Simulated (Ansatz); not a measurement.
`[AlH2][BH][GeH3]` at its PBE0-D4/def2-TZVP geometry, where that method's forces vanish. Total charge 0; spin multiplicity 1.

```xyz
9

Al    0.6067   -1.7759    0.9034
B    -0.7393   -0.3353    0.1690
Ge   -0.1589    1.4442   -0.6999
H     1.2124   -2.8907   -0.0591
H     1.0873   -1.7270    2.4211
H    -1.9308   -0.4781    0.1901
H    -0.4617    1.3422   -2.2112
H     1.3401    1.7759   -0.5610
H    -0.9558    2.6446   -0.1523
```

Question: What forces (eV/Å) does ωB97M-V/def2-TZVPP give on these atoms in Ansatz 0.2.0? (Estimate.)

Answer: Computed: 
```
Al1  0.081 -0.078  0.041
B2  -0.106 -0.026  0.013
Ge3 -0.016  0.094 -0.069
H4  -0.069  0.120  0.103
H5  -0.056 -0.005 -0.164
H6   0.174  0.019 -0.003
H7   0.027  0.006  0.120
H8  -0.104 -0.031 -0.003
H9   0.068 -0.099 -0.038
```
